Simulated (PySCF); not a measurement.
Species: C2H4ClNSi.
Numbering: `[N:1]#[C:2][CH2:3][SiH2:4][Cl:5]` (hydrogens: H6, H7 on C3; H8, H9 on Si4)

The same species was optimised twice, with GFN2-xTB and with PBE0-D3(BJ)/def2-SVP (PySCF), and the same property calculations (PySCF, gas phase) were run on both structures.

```csv
coordinate,GFN2-xTB,PBE0-D3(BJ)/def2-SVP,change
Si4–Cl5 (Å),2.006,2.058,+0.052
Si4–H9 (Å),1.458,1.485,+0.027
Si4–H8 (Å),1.461,1.488,+0.027
C3–Si4 (Å),1.923,1.897,-0.026
C2–C3 (Å),1.431,1.448,+0.017
N1≡C2 (Å),1.144,1.158,+0.014
C3–H6 (Å),1.091,1.104,+0.013
C3–H7 (Å),1.092,1.103,+0.011
Si4–C3–H6 (°),110.3,107.9,-2.4
C2–C3–Si4 (°),111.3,113.3,+2.0
Si4–C3–H7 (°),110.5,108.7,-1.8
C2–C3–H7 (°),108.3,109.8,+1.5
C2–C3–H6 (°),108.4,109.6,+1.2
C3–Si4–H8 (°),106.7,107.7,+1.0
Cl5–Si4–H8 (°),110.0,109.0,-1.0
C3–Si4–H9 (°),109.1,110.0,+0.9
C2–C3–Si4–Cl5 (°),-65,-65,0
```

Rotational constants: A = 5451, B = 1859, C = 1512 MHz (GFN2-xTB) against A = 5342, B = 1802, C = 1464 MHz (PBE0-D3(BJ)/def2-SVP). Point groups within 0.08 Å: C1 and C1.

On the GFN2-xTB structure: HOMO (eV) -8.97 [PBE0/pcSseg-1]; LUMO (eV) -0.06 [PBE0/pcSseg-1]; dipole (D) 4.36 [PBE0/pcSseg-1]; GIAO shielding of N1 (ppm) -32.7 [PBE0/pcSseg-1]; GIAO shielding of C2 (ppm) 66.4 [PBE0/pcSseg-1]; GIAO shielding of C3 (ppm) 181.6 [PBE0/pcSseg-1]; GIAO shielding of Si4 (ppm) 364.4 [PBE0/pcSseg-1]; GIAO shielding of Cl5 (ppm) 1008.1 [PBE0/pcSseg-1].

Question: What do these properties become on the PBE0-D3(BJ)/def2-SVP structure?

Answer: 
```csv
property,level,on GFN2-xTB,on PBE0-D3(BJ)/def2-SVP,change
HOMO (eV),PBE0/pcSseg-1,-8.97,-9.04,-0.07
LUMO (eV),PBE0/pcSseg-1,-0.06,-0.22,-0.16
dipole (D),PBE0/pcSseg-1,4.36,4.44,+0.08
"energy, GFN2-xTB geometry as zero (kcal/mol)",PBE0/pcSseg-1,0.0,-1.4,-1.4
GIAO shielding of N1 (ppm),PBE0/pcSseg-1,-32.7,-42.1,-9.4
GIAO shielding of C2 (ppm),PBE0/pcSseg-1,66.4,64.8,-1.6
GIAO shielding of C3 (ppm),PBE0/pcSseg-1,181.6,178.8,-2.8
GIAO shielding of Si4 (ppm),PBE0/pcSseg-1,364.4,358.2,-6.2
GIAO shielding of Cl5 (ppm),PBE0/pcSseg-1,1008.1,989.7,-18.4
```

The heavy atoms differ by 0.034 Å rms after alignment. Among all bonds Si4–Cl5 changes most (+0.052 Å). Changes are differences of the printed values. Neither structure is proved a minimum here.

The values belong to the conformer `[N:1]#[C:2][CH2:3][SiH2:4][Cl:5]`: C2–C3–Si4–Cl5 -65°.
